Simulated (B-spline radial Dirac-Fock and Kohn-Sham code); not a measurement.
# 1s emission of Tc⁺

System: the Tc⁺ ion in the configuration [Kr] 4d5 5s1.

Input of the calculation (task.json; shells as n, l, electrons):

```json
{"items": [{
  "Z": 43,
  "q": 1,
  "cfg": [[1, 0, 2], [2, 0, 2], [2, 1, 6], [3, 0, 2], [3, 1, 6], [3, 2, 10], [4, 0, 2], [4, 1, 6], [4, 2, 5], [5, 0, 1]],
  "A": 97,
  "rrms": 4.4112,
  "do": ["binding", "quiet", "decay"],
  "holes": ["K", "L1", "L2", "L3", "M1", "M2", "M3", "M4", "M5", "N1", "N2", "N3"]
}]}
```

Run with: `python xray_run.py task.json out`

These are calculated numbers from a radial finite-basis atomic code; the model is independent-particle radiative and Coulomb Auger rates from relativistic LDA hole-state orbitals, with Dirac-Fock energies.

| line | multipole | energy (eV) | rate (s⁻¹) | share (%) |
| --- | --- | --- | --- | --- |
| K-L2 | E1 | 18249.0 | 1.65e+15 | 29.1 |
| K-L3 | E1 | 18365.5 | 3.14e+15 | 55.4 |
| K-M2 | E1 | 20594.3 | 2.57e+14 | 4.52 |
| K-M3 | E1 | 20614.4 | 5.01e+14 | 8.82 |
| K-M4 | E2 | 20787.3 | 1.40e+12 | 0.0246 |
| K-M5 | E2 | 20790.9 | 1.97e+12 | 0.0347 |
| K-N2 | E1 | 21001.2 | 4.06e+13 | 0.715 |
| K-N3 | E1 | 21004.2 | 7.90e+13 | 1.39 |

The listed lines hold 100.0 % of the radiative rate. The radiative width is 3.74 eV in the length form and 3.83 eV in the velocity form; the two differ because the transition energies are not eigenvalue differences of the potential that gave the orbitals. Kα2/Kα1 is 0.526 and Kβ/Kα is 0.184.
